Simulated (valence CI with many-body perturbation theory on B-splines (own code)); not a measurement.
Ir LXIV: electric-dipole lines

Computed by valence CI with perturbative core correlation (CI+MBPT): four valence electrons over a frozen Dirac-Fock core [Ne], radial functions for each j: 11 s, 11 p, 9 d, 7 f, 5 g, 2 h, 1 i, with the one-electron correlation potential Σ1 (screened to all orders), the two-electron term Σ2, the three-electron term Σ3, Breit, model QED; selected single and double excitations, second order for the rest (own B-spline code, finite nucleus).

No measured spectrum was set against this ion. As an estimate, large intervals hold to a few tenths of a per cent, small ones and those within an open d or f shell to about a per cent.

Lines 201 to 242 of 242 in falling wavelength, among levels below 108.23 Ry, chosen from the strongest by gf and those to the six lowest levels. Wavelengths and rates use the calculated energies. Electric multipoles are in the length gauge, E1 and E2 with the static RPA response of the core. Weak lines are less certain than strong ones. Lines between different terms over intervals too small for the method are left out, as are lines whose strength nearly cancels. The highest levels of a list are the least certain.

Levels are named by their leading jj configuration (3d3/2^4 stands for four electrons in 3d with j = 3/2), which in mixed levels can hold well under half, so a name can repeat and another be missing. Letters in brackets count levels of one name in rising energy.

```tsv
λ vac (nm)	Upper	Lower	A (s⁻¹)	S (a.u.)
1.674	(3s^2 3d3/2^2) J=2	(3s 3p1/2^2 3p3/2) J=1	7.40e+09	8.56e-05
1.661	(3s 3p1/2 3p3/2 3d5/2) J=1 [b]	(3s^2 3p1/2 3d3/2) J=2	2.00e+08	1.36e-06
1.657	(3s 3p1/2 3p3/2 3d5/2) J=1 [a]	(3s 3p1/2^2 3p3/2) J=1	2.99e+11	2.01e-03
1.642	(3s 3p1/2 3p3/2 3d5/2) J=2 [a]	(3s 3p1/2^2 3p3/2) J=2	1.02e+11	1.11e-03
1.639	(3s 3p1/2 3p3/2 3d5/2) J=2 [b]	(3s 3p1/2^2 3p3/2) J=1	8.06e+10	8.75e-04
1.633	(3s 3p1/2 3p3/2 3d5/2) J=1 [c]	(3s^2 3p1/2 3d3/2) J=2	3.40e+09	2.19e-05
1.630	(3s 3p1/2 3p3/2 3d5/2) J=3 [d]	(3s^2 3p1/2 3d3/2) J=2	1.55e+07	2.32e-07
1.628	(3s 3p1/2 3p3/2 3d5/2) J=2 [c]	(3s^2 3p1/2 3d3/2) J=2	6.68e+09	7.11e-05
1.620	(3s 3p1/2 3p3/2 3d5/2) J=3 [a]	(3s 3p1/2^2 3p3/2) J=2	9.30e+10	1.37e-03
1.617	(3s^2 3p3/2 3d5/2) J=2	(3s^2 3p1/2 3p3/2) J=2	2.75e+10	2.87e-04
1.614	(3s^2 3d3/2^2) J=0	(3s 3p1/2^2 3p3/2) J=1	1.40e+11	2.90e-04
1.612	(3s 3p1/2 3p3/2 3d5/2) J=1 [b]	(3s 3p1/2^2 3p3/2) J=1	4.07e+10	2.52e-04
1.612	(3s^2 3d3/2^2) J=2	(3s 3p1/2^2 3p3/2) J=2	7.20e+08	7.44e-06
1.610	(3s 3p1/2 3p3/2 3d5/2) J=2 [d]	(3s^2 3p1/2 3d3/2) J=2	1.66e+09	1.71e-05
1.597	(3s 3p1/2 3p3/2 3d5/2) J=3 [b]	(3s 3p1/2^2 3p3/2) J=2	2.70e+10	3.80e-04
1.597	(3s^2 3p3/2 3d5/2) J=2	(3s^2 3p1/2 3p3/2) J=1	6.51e+08	6.54e-06
1.596	(3s 3p1/2 3p3/2 3d5/2) J=1 [a]	(3s 3p1/2^2 3p3/2) J=2	4.59e+09	2.76e-05
1.586	(3s 3p1/2 3p3/2 3d5/2) J=1 [c]	(3s 3p1/2^2 3p3/2) J=1	3.71e+09	2.19e-05
1.581	(3s 3p1/2 3p3/2 3d5/2) J=2 [c]	(3s 3p1/2^2 3p3/2) J=1	3.25e+10	3.17e-04
1.579	(3s 3p1/2 3p3/2 3d5/2) J=2 [b]	(3s 3p1/2^2 3p3/2) J=2	1.31e+11	1.27e-03
1.577	(3s 3p1/2 3p3/2 3d5/2) J=0	(3s 3p1/2^2 3p3/2) J=1	4.92e+11	9.53e-04
1.569	(3s^2 3p3/2 3d5/2) J=3	(3s^2 3p1/2 3p3/2) J=2	1.19e+09	1.59e-05
1.566	(3s 3p1/2 3p3/2 3d5/2) J=3 [c]	(3s 3p1/2^2 3p3/2) J=2	1.07e+11	1.42e-03
1.564	(3s 3p1/2 3p3/2 3d5/2) J=2 [d]	(3s 3p1/2^2 3p3/2) J=1	3.88e+10	3.66e-04
1.554	(3s 3p1/2 3p3/2 3d5/2) J=1 [b]	(3s 3p1/2^2 3p3/2) J=2	5.26e+10	2.93e-04
1.548	(3s^2 3p3/2 3d5/2) J=1	(3s^2 3p1/2 3p3/2) J=2	4.89e+10	2.69e-04
1.538	(3s^2 3d3/2 3d5/2) J=3	(3s^2 3p1/2 3d3/2) J=2	6.60e+08	8.30e-06
1.530	(3s 3p1/2 3p3/2 3d5/2) J=1 [c]	(3s 3p1/2^2 3p3/2) J=2	9.56e+09	5.06e-05
1.529	(3s^2 3p3/2 3d5/2) J=1	(3s^2 3p1/2 3p3/2) J=1	5.47e+09	2.90e-05
1.527	(3s 3p1/2 3p3/2 3d5/2) J=3 [d]	(3s 3p1/2^2 3p3/2) J=2	7.63e+09	9.38e-05
1.525	(3s 3p1/2 3p3/2 3d5/2) J=2 [c]	(3s 3p1/2^2 3p3/2) J=2	1.25e+10	1.09e-04
1.517	(3s^2 3d3/2 3d5/2) J=2	(3s^2 3p1/2 3d3/2) J=2	1.76e+10	1.52e-04
1.510	(3s 3p1/2 3p3/2 3d5/2) J=2 [d]	(3s 3p1/2^2 3p3/2) J=2	7.83e+10	6.65e-04
1.476	(3s^2 3d3/2 3d5/2) J=2	(3s 3p1/2^2 3p3/2) J=1	1.67e+09	1.33e-05
1.446	(3s^2 3d3/2 3d5/2) J=3	(3s 3p1/2^2 3p3/2) J=2	5.86e+09	6.13e-05
1.427	(3s^2 3d3/2 3d5/2) J=2	(3s 3p1/2^2 3p3/2) J=2	4.76e+07	3.41e-07
1.205	(3p1/2^2 3p3/2 3d3/2) J=2	(3s^2 3p1/2 3p3/2) J=2	9.53e+07	4.11e-07
1.194	(3p1/2^2 3p3/2 3d3/2) J=2	(3s^2 3p1/2 3p3/2) J=1	5.54e+08	2.32e-06
1.166	(3s 3p1/2 3p3/2^2) J=1 [a]	(3s^2 3p1/2^2) J=0	8.52e+08	2.00e-06
1.153	(3s 3p1/2 3p3/2^2) J=1 [b]	(3s^2 3p1/2^2) J=0	8.08e+09	1.83e-05
1.105	(3s^2 3p3/2 3d3/2) J=1	(3s^2 3p1/2^2) J=0	9.90e+08	1.98e-06
1.005	(3s^2 3p3/2 3d5/2) J=1	(3s^2 3p1/2^2) J=0	2.84e+09	4.27e-06
```
